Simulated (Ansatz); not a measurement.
Ideal-gas functions of `[F][Al]1[CH]=[CH]1` at 500 K and 1 bar, from an Ansatz frequency run at PBE0-D4/def2-TZVP.

Molar mass 72.02 g/mol, point group C2v (symmetry number 2), electronic degeneracy 1, moments of inertia 15.038, 130.742, 145.779 u Å². Harmonic wavenumbers (cm⁻¹, unscaled): 201, 213, 624, 668, 712, 962, 1001, 1052, 1197, 1412, 3128, 3147.

Use S(trans) = R[1.5 ln M + 2.5 ln T − 1.1517]; rotational temperatures θ = 24.2544 K / I; S(rot) = R[ln(√π/σ · √(T³/θAθBθC)) + 1.5]; for each mode x = 1.438777 ν̃/T, S = R[x/(eˣ − 1) − ln(1 − e⁻ˣ)] and H = RT x/(eˣ − 1); 1 cm⁻¹ = 0.0119627 kJ/mol; R = 8.31446 J/(mol·K).

Problem. By hand: the entropy, in J/(mol·K).

Solution. Translation 172.9. Rotation: θ = 1.6129, 0.1855, 0.1664 K, giving 101.4. Vibration, mode by mode: 12.98, 12.51, 4.48, 4.05, 3.67, 2.08, 1.90, 1.69, 1.21, 0.74, 0.01, 0.01, in all 45.3. Electronic 0.0. Sum 319.6 J/(mol·K).

Problem. By hand: H − E and G − E in kJ/mol, counted from the electronic energy.

Solution. Zero-point energy ½ × 14317 × 0.0119627 = 85.6; thermal vibration 13.1; translation, rotation and pV give 4 RT = 16.6. H − E = 115.3 kJ/mol, and G − E = 115.3 − 500 × 319.6/1000 = -44.5 kJ/mol.

Vibration gives 14 % of the entropy.
